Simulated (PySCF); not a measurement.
KAl from Hartree–Fock to correlated methods

State: ³Π (triplet), unpaired electrons σ ↑, π ↑. Set-up: K 6-31G(d,p), Al 6-31G(d,p); no relativity (PySCF 2.14). De refers to K + Al in their high-spin ground configurations, without counterpoise correction. The functionals are run spin-unrestricted. A positive dipole means K(−)Al(+).

```
      Level  Re (Å)  ωe (cm⁻¹)  De (eV)  μ (D)
        UHF   3.523        126    0.187  -8.35
    UHF-MP2   3.472        132    0.354    n/a
UHF-SCS-MP2   3.480        129    0.289    n/a
   UHF-CCSD   3.483        131    0.375    n/a
UHF-CCSD(T)   3.478        133    0.405    n/a
        PBE   3.381        140     0.70  -6.10
     r²SCAN   3.387        145     0.76  -7.18
    r²SCANh   3.385        146     0.74  -7.38
       PBE0   3.375        144     0.65  -7.06
      B97-3   3.390        144     0.59  -6.88
     M06-2X   3.363        144     0.54  -5.85
    LC-ωPBE   3.331        159     0.63  -9.40
```

**Question.** Which functional lies closest to UHF-CCSD(T) in De, which farthest, and by how much do they differ from it?

**Answer.** Closest is M06-2X (-11.5 pm in Re, +8.3 % in ωe, +0.14 eV in De against UHF-CCSD(T) in the same basis), farthest r²SCAN (-9.1 pm in Re, +9.0 % in ωe, +0.35 eV in De). CCSD(T) converges more slowly with the basis than the functionals do and binds too weakly in this one, so the order can change at the basis-set limit.

**Question.** What does a quarter of exact exchange do here, going from PBE to PBE0?

**Answer.** PBE0 less PBE: -0.6 pm in Re, +2.9 % in ωe, -0.05 eV in De. Exact exchange removes part of the self-interaction that spreads semilocal densities, and in most molecules shortens and stiffens the bond and lowers De; so it does here.

**Question.** What does the step from GGA to meta-GGA do here, going from PBE to r²SCAN?

**Answer.** r²SCAN less PBE: +0.6 pm in Re, +3.6 % in ωe, +0.06 eV in De. 

Correlated steps freeze 10 core orbitals. Correlated levels converge slowly with the basis: in double zeta they bind strong bonds too weakly, by up to about 1 eV, and carry superposition errors of some tenths. The state is the lowest determinant that a PBE0 search found; another state may lie lower at other levels.
